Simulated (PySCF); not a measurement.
HF2OS, charge +1, singlet, geometry from GFN2-xTB. Base run: PySCF with MP2/def2-SVP.

PySCF was given this input:
```python
from pyscf import gto, scf, mp

mol = gto.M(
    atom='''
O     1.292238   -0.536346    0.124384
S    -0.122331   -0.085726    0.462428
F    -0.980179   -0.706323   -0.735271
F    -0.164806    1.398706   -0.129337
H     1.924263   -0.569057   -0.612460
''',
    basis='def2-svp',
    charge=1,
    spin=0,
    verbose=5,
)

mf = scf.RHF(mol)
mf.kernel()

pt = mp.MP2(mf)
pt.kernel()
print('E(MP2) = %.10f' % pt.e_tot)
mf.analyze()
```

Each row names what was changed in the base input (with any setting that the change needs).

```csv
change,ΔE vs base (kcal/mol),MP2 correlation (Eh),basis functions,core-seconds (rough)
base,0.000,-0.71738,65,2
frozen = 9,…,…,65,1
frozen = 8,10.20,-0.70113,65,1
cart = on,-20.31,-0.73935,69,1
method = ccsd(t),-18.84,-0.71738,65,20
method = cisd,51.86,-,65,5
density fitting = JK and correlation,0.170,-0.71745,65,1
method = ccsd,…,-0.71738,65,10
frozen = 7,9.32,-0.70253,65,1
```

**Question.** What belongs in the gaps?

**Answer.** 
- frozen = 9, ΔE vs base (kcal/mol): 43.65
- frozen = 9, MP2 correlation (Eh): -0.64782
- method = ccsd, ΔE vs base (kcal/mol): -7.01
